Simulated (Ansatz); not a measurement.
```yaml
crystal:
  periodic: [false, false, false]
  atoms:
    - {symbol: F, position_ang: [-1.737880, 0.140986, -1.726751]}
    - {symbol: C, position_ang: [-1.148907, 0.333543, -0.601686]}
    - {symbol: F, position_ang: [-1.110984, 1.610773, -0.347117]}
    - {symbol: C, position_ang: [0.254846, -0.228389, -0.441006]}
    - {symbol: F, position_ang: [1.105083, 0.310245, -1.380784]}
    - {symbol: C, position_ang: [0.997507, -0.203085, 0.862792]}
    - {symbol: F, position_ang: [2.011635, -0.864057, 0.903006]}
    - {symbol: F, position_ang: [0.310660, -0.883282, 1.784102]}
    - {symbol: F, position_ang: [1.150658, 1.122435, 1.235795]}
    - {symbol: H, position_ang: [-1.886534, -0.034252, 0.314862]}
    - {symbol: H, position_ang: [0.243639, -1.265836, -0.763726]}
basis:
  gaussian: {orbitals: def2-SVPD}
hamiltonian: {xc: {name: wB97M-V}, dispersion: d4}
accuracy: high
output: {forces: true}
```

```sh
$ ansatz run in.yaml --threads 2 --pin off --events-out ev --progress --plain --max-ram 22528MiB --backend cpu
```

Problem. How does Ansatz answer? (An estimate is asked.)

Solution. Ansatz gave: The program refused the input.
```
Error: invalid value for `hamiltonian.dispersion`: no damping is tabulated for this functional; type it, or the functional that lends it
```
